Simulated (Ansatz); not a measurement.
Basis-set extrapolation for `B[SiH2]C(=N)O` (PBE0-D4/def2-TZVP geometry, frozen core, Ansatz). Multiplicity 1, RHF reference.

```json
{"": "HF", "def2-TZVPP": "-484.330405", "def2-QZVPP": "-484.348263"}
{"": "MP2 correlation", "def2-TZVPP": "-0.816922", "def2-QZVPP": "-0.876202"}
{"": "CCSD(T) correlation", "def2-TZVPP": "-0.896718", "def2-QZVPP": "not run"}
```

Energies in hartree. Use E(X) = E(∞) + A·exp(−7.88·√X) for Hartree–Fock and E(X) = E(∞) + B·X^(−2.97) for correlation, with X = 3 and 4, and add CCSD(T) minus MP2 of the smaller set to the MP2 limit.

Question: What is the CCSD(T) energy at the basis-set limit?

Answer: HF limit: -484.348263 + (-0.017858) × 0.13774 = -484.35072. MP2 limit: -0.876202 + (-0.059280) × 0.74074 = -0.92011. Higher-order term: -0.896718 − (-0.816922) = -0.07980. Total: -485.35063 hartree, 324.3 kJ/mol below CCSD(T)/def2-TZVPP.
